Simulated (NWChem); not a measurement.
System: C₅H₅F; SMILES FC1=CCC=C1

NWChem printed, in part:

```
             Northwest Computational Chemistry Package (NWChem) 7.3.0
             --------------------------------------------------------

                             Geometry "geometry" -> ""
                             -------------------------

 Output coordinates in angstroms (scale by  1.889725989 to convert to a.u.)

  No.       Tag          Charge          X              Y              Z
 ---- ---------------- ---------- -------------- -------------- --------------
    1 F                    9.0000     0.01964600    -2.06433800     0.00000000
    2 C                    6.0000    -0.03725700    -0.74091500     0.00000000
    3 C                    6.0000    -1.14868300     0.01942300     0.00000000
    4 C                    6.0000    -0.70310800     1.44632000     0.00000000
    5 C                    6.0000     0.79309800     1.36825700     0.00000000
    6 C                    6.0000     1.17264600     0.07452700     0.00000000
    7 H                    1.0000    -2.17972200    -0.33004700     0.00000000
    8 H                    1.0000    -1.07546200     2.00141200     0.88151700
    9 H                    1.0000    -1.07546200     2.00141200    -0.88151700
   10 H                    1.0000     1.45011800     2.23882200     0.00000000
   11 H                    1.0000     2.18617600    -0.32818800     0.00000000

 Effective nuclear repulsion energy (a.u.)     216.4608864716

                              NWChem Property Module
                              ----------------------

                                 NWChem DFT Module
                                 -----------------

 Summary of "ao basis" -> "ao basis" (spherical)
 ------------------------------------------------------------------------------
       Tag                 Description            Shells   Functions and Types
 ---------------- ------------------------------  ------  ---------------------
 F                          def2-svp                 6       14   3s2p1d
 C                          def2-svp                 6       14   3s2p1d
 H                          def2-svp                 3        5   2s1p

            General Information
            -------------------
          SCF calculation type: DFT
          Wavefunction type:  closed shell.
          No. of atoms     :    11
          No. of electrons :    44
           Alpha electrons :    22
            Beta electrons :    22
          Charge           :     0
          Spin multiplicity:     1
          Use of symmetry is: off; symmetry adaption is: off
          Maximum number of iterations: 150
          AO basis - number of functions:   109
                     number of shells:    51
          Convergence on energy requested:  1.00D-06
          Convergence on density requested:  1.00D-05
          Convergence on gradient requested:  5.00D-04

              XC Information
              --------------
                         B3LYP Method XC Potential
                     Hartree-Fock (Exact) Exchange  0.200
                        Slater Exchange Functional  0.800 local
                    Becke 1988 Exchange Functional  0.720 non-local
              Lee-Yang-Parr Correlation Functional  0.810
                  VWN I RPA Correlation Functional  0.190 local

             Grid Information
             ----------------
          Grid used for XC integration:  medium
          Radial quadrature: Mura-Knowles
          Angular quadrature: Lebedev.
          Tag              B.-S. Rad. Rad. Pts. Rad. Cut. Ang. Pts.
          ---              ---------- --------- --------- ---------
          F                   0.50       49          11.0       434
          C                   0.70       49          10.0       434
          H                   0.35       45          11.0       434
          Grid pruning is: on
          Number of quadrature shells:   519
          Spatial weights used:  Erf1

      Superposition of Atomic Density Guess
      -------------------------------------

 Sum of atomic energies:        -289.91295906

      Non-variational initial energy
      ------------------------------

 Total energy =    -293.758400
 1-e energy   =    -823.049279
 2-e energy   =     312.829993
 HOMO         =      -0.246677
 LUMO         =      -0.019482

   convergence    iter        energy       DeltaE   RMS-Dens  Diis-err
 ---------------- ----- ----------------- --------- --------- ---------
 d= 0,ls=0.0,diis     1   -293.0485164977 -5.10D+02  1.17D-02  6.10D-01
 d= 0,ls=0.0,diis     2   -293.0703865530 -2.19D-02  5.44D-03  5.09D-01
 d= 0,ls=0.0,diis     3   -293.1123670722 -4.20D-02  2.33D-03  8.05D-02
 d= 0,ls=0.0,diis     4   -293.1205331197 -8.17D-03  8.60D-04  8.89D-03
 d= 0,ls=0.0,diis     5   -293.1216936898 -1.16D-03  1.92D-04  7.73D-04
  Resetting Diis
 d= 0,ls=0.0,diis     6   -293.1217679153 -7.42D-05  5.19D-05  2.80D-05
 d= 0,ls=0.0,diis     7   -293.1217710595 -3.14D-06  2.80D-05  2.28D-06
 d= 0,ls=0.0,diis     8   -293.1217707563  3.03D-07  1.69D-05  4.65D-06
 d= 0,ls=0.0,diis     9   -293.1217713385 -5.82D-07  2.17D-06  9.61D-08

         Total DFT energy =     -293.121771338480
      One electron energy =     -827.581569262764
           Coulomb energy =      357.415769559709
    Exchange-Corr. energy =      -39.416858107054
 Nuclear repulsion energy =      216.460886471629

 Numeric. integr. density =       43.999982394084

                       DFT Final Molecular Orbital Analysis
                       ------------------------------------

 Vector   20  Occ=2.000000D+00  E=-3.525361D-01
              MO Center=  1.0D-01, -4.5D-01,  1.5D-11, r^2= 3.3D+00
   Bfn.  Coefficient  Atom+Function         Bfn.  Coefficient  Atom+Function
  ----- ------------  ---------------      ----- ------------  ---------------
     4      0.419099   1 F  px               18      0.304981   2 C  px
     7     -0.288138   1 F  px               33      0.245568   3 C  py
    75     -0.206943   6 C  py               74     -0.185738   6 C  px
   100      0.171147  10 H  s                61      0.162193   5 C  py
    47     -0.156563   4 C  py               31     -0.136746   3 C  s

 Vector   21  Occ=2.000000D+00  E=-2.996297D-01
              MO Center=  3.4D-01,  2.1D-01,  6.7D-10, r^2= 3.0D+00
   Bfn.  Coefficient  Atom+Function         Bfn.  Coefficient  Atom+Function
  ----- ------------  ---------------      ----- ------------  ---------------
    76      0.360457   6 C  pz               20      0.250154   2 C  pz
     6      0.241914   1 F  pz               79      0.241625   6 C  pz
    62      0.226299   5 C  pz                9     -0.182900   1 F  pz
    48     -0.171252   4 C  pz               90     -0.170459   8 H  s
    95      0.170459   9 H  s                65      0.136114   5 C  pz

 Vector   22  Occ=2.000000D+00  E=-2.265260D-01
              MO Center= -1.7D-01,  1.9D-01,  7.0D-10, r^2= 2.7D+00
   Bfn.  Coefficient  Atom+Function         Bfn.  Coefficient  Atom+Function
  ----- ------------  ---------------      ----- ------------  ---------------
    34      0.395477   3 C  pz               62     -0.320361   5 C  pz
    37      0.315677   3 C  pz               20      0.274656   2 C  pz
    65     -0.250302   5 C  pz               76     -0.194974   6 C  pz
     6      0.171129   1 F  pz               23      0.152679   2 C  pz
     9     -0.136153   1 F  pz               79     -0.134875   6 C  pz

 Vector   23  Occ=0.000000D+00  E=-2.685978D-02
              MO Center=  1.4D-01,  6.0D-01, -1.6D-09, r^2= 3.2D+00
   Bfn.  Coefficient  Atom+Function         Bfn.  Coefficient  Atom+Function
  ----- ------------  ---------------      ----- ------------  ---------------
    65      0.495779   5 C  pz               62      0.382518   5 C  pz
    37      0.378113   3 C  pz               79     -0.375991   6 C  pz
    34      0.304389   3 C  pz               76     -0.277444   6 C  pz
    91     -0.261932   8 H  s                96      0.261932   9 H  s
    20     -0.233357   2 C  pz               23     -0.223908   2 C  pz

 Vector   24  Occ=0.000000D+00  E= 6.610033D-02
              MO Center= -3.2D-01,  1.6D+00, -7.9D-09, r^2= 7.2D+00
   Bfn.  Coefficient  Atom+Function         Bfn.  Coefficient  Atom+Function
  ----- ------------  ---------------      ----- ------------  ---------------
    45      2.394282   4 C  s                91     -1.080827   8 H  s
    96     -1.080827   9 H  s               101     -0.974338  10 H  s
    86     -0.727277   7 H  s               106     -0.640724  11 H  s
    63      0.514586   5 C  px               35     -0.463698   3 C  px
    73      0.389324   6 C  s                36     -0.382689   3 C  py

 Vector   25  Occ=0.000000D+00  E= 7.964731D-02
              MO Center=  1.9D-01, -1.0D-01, -4.6D-10, r^2= 2.8D+00
   Bfn.  Coefficient  Atom+Function         Bfn.  Coefficient  Atom+Function
  ----- ------------  ---------------      ----- ------------  ---------------
    23      0.675784   2 C  pz               79     -0.639969   6 C  pz
    37     -0.498061   3 C  pz               20      0.492757   2 C  pz
    65      0.416119   5 C  pz               76     -0.358730   6 C  pz
    34     -0.266301   3 C  pz               62      0.201442   5 C  pz
     9     -0.181402   1 F  pz                6      0.167091   1 F  pz

     Multipole analysis of the density
     ---------------------------------

     L   x y z        total         alpha         beta         nuclear
     -   - - -        -----         -----         ----         -------
     0   0 0 0     -0.000000    -22.000000    -22.000000     44.000000

     1   1 0 0     -0.025688      0.041355      0.041355     -0.108398
     1   0 1 0      0.693715      0.337370      0.337370      0.018975
     1   0 0 1     -0.000000     -0.000000     -0.000000      0.000000

     2   2 0 0    -23.456890    -77.553971    -77.553971    131.651051
     2   1 1 0     -0.514433      0.556664      0.556664     -1.627760
     2   1 0 1      0.000000      0.000000      0.000000      0.000000
     2   0 2 0    -25.733040   -153.400072   -153.400072    281.067104
     2   0 1 1     -0.000000     -0.000000     -0.000000      0.000000
     2   0 0 2    -26.709377    -16.129663    -16.129663      5.549950

 *** CALLING NEW AORESP DRIVER FOR CLOSED AND OPEN SHELLS ***
 Entering AOResponse driver routine

--------------------------------------------------------------------------------

          -----------------------------------------------
          Solving response equations for perturbing field
          -----------------------------------------------

 number of frequencies:     1
 frequency in a.u.:  0.7730000E-01
 Perturbing field: electric
 Using El. Dipole Length Gauge

 Setting up CPKS with frequency omega =      0.07730000 a.u.

                            NWChem Dynamic CPHF Module
                            --------------------------

    scftype = RHF
    nclosed =   22
      nopen =    0
  variables =     3828
  num. vecs =        3
  tolerance =   1.0D-04
  max. iter =   50

 SCF residual:    1.0666799910181686E-004

Iterative solution of linear equations
  No. of variables     3828
  No. of equations        3
  Maximum subspace       30
       Convergence  1.0D-04

   iter   nsub   residual    time
   ----  ------  --------  ---------
     1      3    7.77D+00      11.5
     2      6    2.51D+00      14.7
     3      9    3.97D-01      17.9
     4     12    2.16D-01      21.1
     5     15    4.74D-02      24.2
     6     18    1.36D-02      27.6
     7     21    1.70D-03      30.9
     8     24    5.48D-04      34.2
     9     27    3.96D-05      37.5

 Electric Dipole Response Matrix (nonzero elements):

              1        2        3
    1   59.6492  -3.0889  -0.0000
    2   -3.0890  61.0180  -0.0000
    3   -0.0000  -0.0000  29.7680

 ------------------------------------------
 average:        50.14505 + I       0.00000

 DFT Linear Response polarizability / au
 Frequency  =       0.0773000 / au
 Wavelength =     589.4353558 / nm
              X              Y              Z
 -----------------------------------------------
 X      59.6491864     -3.0889450     -0.0000000
 Y      -3.0890102     61.0179585     -0.0000000
 Z      -0.0000000     -0.0000000     29.7679919
 -----------------------------------------------
 Eigenvalues =      57.1697195     63.4974253     29.7679919
 Isotropic   =      50.1450456
 Anisotropic =      31.0529324
 -----------------------------------------------

 Magnetic Dipole Response Matrix (nonzero elements):

 Exiting AOResponse driver routine
```

Level: B3LYP/def2-SVP. Structure relaxed at the PBE0/def2-SVP level.

**Question.** Write an input that gives this output.

**Answer.** One answer among several that fit: the input that was run:
```
start job
memory heap 200 mb stack 900 mb global 1100 mb
geometry units angstroms noautosym nocenter noautoz
  F      0.019646    -2.064338     0.000000
  C     -0.037257    -0.740915     0.000000
  C     -1.148683     0.019423     0.000000
  C     -0.703108     1.446320     0.000000
  C      0.793098     1.368257     0.000000
  C      1.172646     0.074527     0.000000
  H     -2.179722    -0.330047     0.000000
  H     -1.075462     2.001412     0.881517
  H     -1.075462     2.001412    -0.881517
  H      1.450118     2.238822     0.000000
  H      2.186176    -0.328188     0.000000
end
basis spherical
  * library def2-svp
end
dft
  xc b3lyp
  iterations 150
end
property
  response 1 0.0773
end
task dft property
```
